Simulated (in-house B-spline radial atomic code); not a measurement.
Inner-shell binding energies (edges) and X-ray emission energies of free atoms and ions, as differences of relaxed hole-state energies with first-order Breit, QED and recoil terms, without correlation or multiplet splittings, in NIST's listed ground configurations. For neutral atoms such line energies lie within some 1 to 5 eV of tabulated X-ray lines (up to 20 eV for the heaviest). K = 1s, L1 = 2s, L2 = 2p1/2, L3 = 2p3/2, M3 = 3p3/2. A dash marks a subshell that is part filled or wasn't run, or a line left out. Computed with an all-electron radial atomic-structure program (B-spline basis): Dirac-Hartree-Fock, average of the configuration, finite nuclei.

| ion | configuration | K edge (eV) | L1 edge (eV) | L3 edge (eV) | K-L2 (eV) | K-M3 (eV) |
| --- | --- | --- | --- | --- | --- | --- |
| Os | [Xe] 4f14 5d6 6s2 | 73878 | 12985.5 | 10883.2 | 61480.9 | 71404.3 |
| Pt2+ | [Xe] 4f14 5d8 | 78421.2 | 13918.4 | 11594.9 | 65116.9 | 75738.8 |
| Au3+ | [Xe] 4f14 5d8 | ? | ? | ? | ? | ? |
| Hg4+ | [Xe] 4f14 5d8 | ? | ? | ? | ? | ? |
| Tl5+ | [Xe] 4f14 5d8 | 85600.9 | 15428.5 | 12732.2 | 70826.6 | 82564 |
| Pb6+ | [Xe] 4f14 5d8 | 88091.4 | 15959 | 13126.6 | 72800.3 | 84928.7 |
| Bi7+ | [Xe] 4f14 5d8 | 90632 | 16503.5 | 13528.5 | 74810.5 | 87339.8 |

**Question.** Fill in the row of Au3+.

**Answer.** K edge (eV): 80766.5; L1 edge (eV): 14408.3; L3 edge (eV): 11966.2; K-L2 (eV): 66985.5; K-M3 (eV): 77969.9.

**Question.** Fill in the row of Hg4+.

**Answer.** K edge (eV): 83159.3; L1 edge (eV): 14911.6; L3 edge (eV): 12345.4; K-L2 (eV): 68888.4; K-M3 (eV): 80244.6.
